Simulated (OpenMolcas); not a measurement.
I VI: input and output

Input:

```
&GATEWAY
Coord
1

I 0.0 0.0 0.0
Basis=ANO-RCC-VTZP
Group=XYZ
NoMove
AngMom=0.0 0.0 0.0
AMFI
&SEWARD
* reference wave functions (RASSCF and RASSI steps not shown): 2 electrons in 4 orbitals (5s 5p)
>>> COPY JOB001 $Project.JobIph
&CASPT2
Multistate=3 1 2 3
Frozen=9 9
IPEA=0.25
Shift=0.2
MaxIter=60
WThr=0.0 0.3 0.05
PrWF=0.5
NoMix
>>> COPY JOB002 $Project.JobIph
&CASPT2
Multistate=7 1 2 3 4 5 6 7
Frozen=9 9
IPEA=0.25
Shift=0.2
MaxIter=60
WThr=0.0 0.3 0.05
PrWF=0.5
NoMix
>>> COPY JOB003 $Project.JobIph
&CASPT2
Multistate=3 1 2 3
Frozen=9 9
IPEA=0.25
Shift=0.2
MaxIter=60
WThr=0.0 0.3 0.05
PrWF=0.5
NoMix
...
```

Output, cut to the results:

```
--- CASPT2 ---
Orbital specifications:
      -----------------------

      Symmetry species                           1   2
                                                ag  au
      Frozen orbitals                            9   9
      Inactive orbitals                          5   0
      Active orbitals                            1   3
      Secondary orbitals                        21  20
      Deleted orbitals                           0   0
      Number of basis functions                 36  32
Type of calculation                        MS-CASPT2
      Fock operator                              state-specific
      IPEA shift                                 0.25
      Real shift                                 0.20
      Imaginary shift                            0.00
      The input orbitals will be transformed to quasi-canonical
Reference energy:       -7104.5509794731
      E2 (Non-variational):      -0.3955789765
      Shift correction:          -0.0098444260
      E2 (Variational):          -0.4054234025
      Total energy:           -7104.9564028756
      Residual norm:              0.0000009855
      Reference weight:           0.95309
      Contributions to the CASPT2 correlation energy
      Active & Virtual Only:         -0.0047452872
      One Inactive Excited:          -0.0802235879
      Two Inactive Excited:          -0.3106101014
Reference energy:       -7104.5509794731
      E2 (Non-variational):      -0.3955789765
      Shift correction:          -0.0098444260
      E2 (Variational):          -0.4054234025
      Total energy:           -7104.9564028756
      Residual norm:              0.0000009855
      Reference weight:           0.95309
      Contributions to the CASPT2 correlation energy
      Active & Virtual Only:         -0.0047452872
      One Inactive Excited:          -0.0802235879
      Two Inactive Excited:          -0.3106101014
::    CASPT2 Root  1     Total energy:  -7104.95640288
::    CASPT2 Root  2     Total energy:  -7104.95640288
::    CASPT2 Root  3     Total energy:  -7104.95640288
::    MS-CASPT2 Root  1     Total energy:  -7104.95640288
::    MS-CASPT2 Root  2     Total energy:  -7104.95640288
::    MS-CASPT2 Root  3     Total energy:  -7104.95640288
--- CASPT2 ---
Orbital specifications:
      -----------------------

      Symmetry species                           1   2
                                                ag  au
      Frozen orbitals                            9   9
      Inactive orbitals                          5   0
      Active orbitals                            1   3
      Secondary orbitals                        21  20
      Deleted orbitals                           0   0
      Number of basis functions                 36  32
Type of calculation                        MS-CASPT2
      Fock operator                              state-specific
      IPEA shift                                 0.25
      Real shift                                 0.20
      Imaginary shift                            0.00
      The input orbitals will be transformed to quasi-canonical
Reference energy:       -7105.5164466904
      E2 (Non-variational):      -0.4046919181
      Shift correction:          -0.0096580681
      E2 (Variational):          -0.4143499862
      Total energy:           -7105.9307966766
      Residual norm:              0.0000000451
      Reference weight:           0.95393
      Contributions to the CASPT2 correlation energy
      Active & Virtual Only:         -0.0045412227
      One Inactive Excited:          -0.0895876686
      Two Inactive Excited:          -0.3105630269
Reference energy:       -7104.4932675325
      E2 (Non-variational):      -0.4304871648
      Shift correction:          -0.0172714478
      E2 (Variational):          -0.4477586126
      Total energy:           -7104.9410261451
      Residual norm:              0.0000000732
      Reference weight:           0.92051
      Contributions to the CASPT2 correlation energy
      Active & Virtual Only:         -0.0392246336
      One Inactive Excited:          -0.0806499082
      Two Inactive Excited:          -0.3106126230
::    CASPT2 Root  1     Total energy:  -7105.93079668
::    CASPT2 Root  2     Total energy:  -7104.94102615
::    CASPT2 Root  3     Total energy:  -7104.94095896
::    CASPT2 Root  4     Total energy:  -7104.94095888
::    CASPT2 Root  5     Total energy:  -7104.94095903
::    CASPT2 Root  6     Total energy:  -7104.94096187
::    CASPT2 Root  7     Total energy:  -7104.83166338
::    MS-CASPT2 Root  1     Total energy:  -7105.93320559
::    MS-CASPT2 Root  2     Total energy:  -7104.94103437
::    MS-CASPT2 Root  3     Total energy:  -7104.94096187
::    MS-CASPT2 Root  4     Total energy:  -7104.94095903
::    MS-CASPT2 Root  5     Total energy:  -7104.94095895
::    MS-CASPT2 Root  6     Total energy:  -7104.94095888
::    MS-CASPT2 Root  7     Total energy:  -7104.82924623
--- CASPT2 ---
Orbital specifications:
      -----------------------

      Symmetry species                           1   2
                                                ag  au
      Frozen orbitals                            9   9
      Inactive orbitals                          5   0
      Active orbitals                            1   3
      Secondary orbitals                        21  20
      Deleted orbitals                           0   0
      Number of basis functions                 36  32
Type of calculation                        MS-CASPT2
      Fock operator                              state-specific
      IPEA shift                                 0.25
      Real shift                                 0.20
      Imaginary shift                            0.00
      The input orbitals will be transformed to quasi-canonical
Reference energy:       -7105.1044666562
      E2 (Non-variational):      -0.3841043409
      Shift correction:          -0.0091403595
      E2 (Variational):          -0.3932447003
...
```

Levels above the lowest, from the spin-orbit matrix with the multistate effective Hamiltonian, averaged by term, added to it:

| Configuration | Term | J | E (cm⁻¹) | Measured (cm⁻¹) | Term weight % | Second |
| --- | --- | --- | --- | --- | --- | --- |
| 5s² | ¹S | 0 | 0.0 | 0.0 | 100 |  |
| 5s 5p | ³P° | 0 | 86920 | 85666 | 100 |  |
| 5s 5p | ³P° | 1 | 90340 | 89262 | 97 | 2 ¹P° |
| 5s 5p | ³P° | 2 | 99930 | 99685 | 100 |  |
| 5s 5p | ¹P° | 1 | 126880 | 127424 | 97 | 2 ³P° |
| 5p² | ³P | 0 | 202530 | 200085 | 92 | 8 ¹S |
| 5p² | ³P | 1 | 210200 | 208474 | 100 |  |
| 5p² | ¹D | 2 | 212250 |  | 53 | 47 ³P |
| 5p² | ³P | 2 | 224120 |  | 53 | 47 ¹D |
| 5p² | ¹S | 0 | 245780 | 245658 | 92 | 8 ³P |

Against the 7 measured excited levels shown (the list in Rauch et al., Astron. Astrophys. 606, A105 (2017)) the mean absolute deviation is 1100 cm-1; the largest miss in energy is 5p² ³P₀: computed 202530, measured 200085 cm⁻¹ (+1.2 %).

CASPT2 does not keep the components of a term degenerate, so their means are used; among the terms shown or strongly mixed into the levels shown the widest spread is 15 cm-1 (5p² ¹D). The ¹D term of p² mixes with s d, which this space lacks. Measured partners are found by configuration, term and J. A level has none where our copy of the source lacks it or the pairing is in doubt (some pairs that miss far off the trend of their configuration count as doubtful), and it then counts in no deviation. Only configurations of the active space appear.

The term weight is that of the spin-free term in the level, not the purity of its configuration. ° marks odd parity.
